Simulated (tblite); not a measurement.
C7H18P (charge +1).
Bonds: C1–C2, C2–P3, P3–C4, C4–C5, P3–C6, C6–C7, C6–C8. Hydrogens: H9, H10, H11 on C1; H12, H13 on C2; H14 on P3; H15, H16 on C4; H17, H18, H19 on C5; H20 on C6; H21, H22, H23 on C7; H24, H25, H26 on C8.

Computed geometry: GFN2-xTB, gas phase.

(1) What internal coordinates does the optimisation give?

## Answers

(1) 
| bond | length (Å) | order |
| --- | --- | --- |
| C1–C2, C4–C5 | 1.527 | single |
| C2–P3, P3–C4 | 1.819 | single |
| P3–C6 | 1.837 | single |
| C6–C7, C6–C8 | 1.527 | single |
| C1–H9 and 5 like bonds | 1.088 | single |
| C2–H12, C4–H15 | 1.094 | single |
| C2–H13, C4–H16 | 1.094 | single |
| P3–H14 | 1.383 | single |
| C6–H20 | 1.097 | single |
| C7–H21 and 5 like bonds | 1.088 | single |

Bonds in one row agree within 0.01 Å and their mean is given. Orders are formal, as drawn. A selection of angles:
| angle | degrees |
| --- | --- |
| C2–C1–H9 | 111.6 |
| C2–C1–H11 | 109.6 |
| H9–C1–H10 | 108.7 |
| H9–C1–H11 | 107.7 |
| C1–C2–P3 | 111.4 |
| C1–C2–H12 | 110.8 |
| C1–C2–H13 | 110.3 |
| P3–C2–H12 | 108.0 |
| P3–C2–H13 | 108.0 |
| H12–C2–H13 | 108.2 |
| C2–P3–C4 | 110.9 |
| C2–P3–C6 | 113.1 |
| C2–P3–H14 | 106.8 |
| C4–P3–H14 | 106.3 |
| C6–P3–H14 | 106.3 |
| C5–C4–H15 | 110.3 |
| C5–C4–H16 | 111.1 |
| P3–C6–C7 | 110.0 |
| P3–C6–H20 | 105.9 |
| C7–C6–C8 | 112.6 |
| C7–C6–H20 | 109.7 |
| C6–C7–H21 | 111.6 |
| C6–C7–H22 | 109.6 |
| H21–C7–H22 | 107.8 |
| H21–C7–H23 | 108.9 |

Torsions: C1–C2–P3–C4 66° (synclinal); C2–P3–C4–C5 -176° (antiperiplanar); C2–P3–C6–C7 -58° (synclinal). The mirror-image conformer, all signs reversed, is as good.

P3 (phosphonium phosphorus) is distorted tetrahedral (angles from 106.3° to 113.1°). Of the pairs four or more bonds apart, H19···H20 is among the closest relative to their van der Waals radii: 2.43 Å, 101 % of the sum of Bondi's values. All 4 C–C bonds measure 1.527 to 1.528 Å.

Point group: C1 (no symmetry element, even within 0.4 Å). Its GFN2-xTB frequencies are all real (lowest 16 cm⁻¹).
